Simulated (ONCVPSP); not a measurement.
PBE ONCV dataset for fluorine (F), scalar-relativistic all-electron reference.

F, optimised norm-conserving Vanderbilt (ONCV), made with ONCVPSP 4.0.1 (PBE, scalar-relativistic). Core [He], reference 2s2 2p5. Waves: 2s: rc 0.70 bohr, ncon 3, nbas 7, qcut 11.5 1/bohr, 1 projector; 2p: rc 0.90 bohr, ncon 4, nbas 7, qcut 7.7 1/bohr, 1 projector; d scattering state at 0.22 Ha: rc 0.75 bohr, ncon 4, nbas 7, qcut 11.9 1/bohr, 2 projectors, debl 1.2 Ha. Local part: polynomial inside 0.70 bohr (lpopt 5, dvloc0 1 Ha). Core correction: Teter function, fcfact 1.75, rcfact 1.3.

All-electron outer shells of the reference configuration (PBE, scalar-relativistic, ld1.x):

```tsv
shell	level (eV)	outermost node (bohr)	outermost maximum (bohr)
1s	-663.37	–	0.11
2s	-29.90	0.24	0.76
2p	-11.11	–	0.71
```

Results:

| Property | Result |
| --- | --- |
| Cutoffs needed | 168 Ha and 196 Ha (the cutoffs (Ha) at which the residual kinetic energy of the hardest occupied pseudo-wave falls to 1 and 0.1 mHa per electron) |
| Ghost test | no bound ghost flagged; GHOST(+) flags only above 600 eV |
| Largest excitation error | +261 meV (all-electron minus pseudo) for 2s2 2p2, out of 4 test configurations |
| rms error of d²Exc/dni dnj | 1.78 mHa without and 1.56 mHa with the model core |

Generation and tests took about 2.8 s on one core of a shared server CPU.
